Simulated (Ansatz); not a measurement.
The same path of ClFGeH₂ (5 atoms, charge 0, multiplicity 1) was run twice with different band settings. Lost on the way: Ge1–H2, Ge1–F3. Made: H2–F3.

All numbers below come from RKS PBE/def2-SVP (Ansatz).

Relaxed end points:

```xyz
5
Properties=species:S:1:pos:R:3
Ge 0.186 0.019 0.225
H 0.205 -0.072 1.767
F 1.854 -0.013 -0.313
H -0.469 1.268 -0.403
Cl -0.775 -1.749 -0.568
```

```xyz
5
Properties=species:S:1:pos:R:3
Ge -0.652 0.646 0.629
H 1.155 -0.842 0.347
F 1.524 -0.001 0.688
H -0.361 1.215 -0.859
Cl -0.664 -1.564 -0.096
```

Common settings: movable images 9; spring 5.0 eV/Å²; start path through a guess of the saddle point; force threshold 0.05 eV/Å; iteration limit 60; end points relaxed.

| run | climbing image | optimiser |
| --- | --- | --- |
| 1 | yes | quadratic models (default) |
| 2 | from the first iteration | lbfgs |

(1) What does each run give, and how far can it be trusted?

Answers

(1) Run 1: converged after 12 iterations, highest image 2.178 eV above the first end. A vibrational analysis at the climbing image gives one clearly imaginary mode, 1094i cm⁻¹: a first-order saddle point.
Run 2: converged after 46 iterations, highest image 2.178 eV above the first end. Another band between the same ends (9 images) ends at a top of the same energy, where a vibrational analysis finds 1 clearly imaginary mode.
The orbitals stay closed-shell, which can raise the energy where a bond breaks towards radicals; this wasn't checked here.
